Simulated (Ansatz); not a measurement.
Ge18BH28, a doped nanocrystal cut from the lattice of germanium (B on an inner site). The state is a doublet with charge 0. Geometry PBE-D4/def2-SVP, basis def2-TZVP, Ansatz.

| run | HOMO (eV) | LUMO (eV) |
| --- | --- | --- |
| A | -6.54 | -4.65 |
| B | -6.76 | -4.58 |
| C | -5.59 | -5.16 |
| D | -5.89 | -5.11 |

Single mean-field runs in def2-TZVP are fitted with def2-universal-jkfit.

HOMO and LUMO are taken over both spins.

Q: The runs used PBE, PBE0, r2SCAN, r2SCAN0. Estimate which is which.

A: A PBE0 (25 % exact exchange); B r2SCAN0 (25 % exact exchange); C PBE (0 % exact exchange); D r2SCAN (0 % exact exchange). Exact exchange lowers occupied and raises empty levels; among semilocal functionals meta-GGAs tend to open the gap a little, and such runs are hard to tell apart. The gap grows from 0.43 eV (PBE) to 2.18 eV (r2SCAN0).
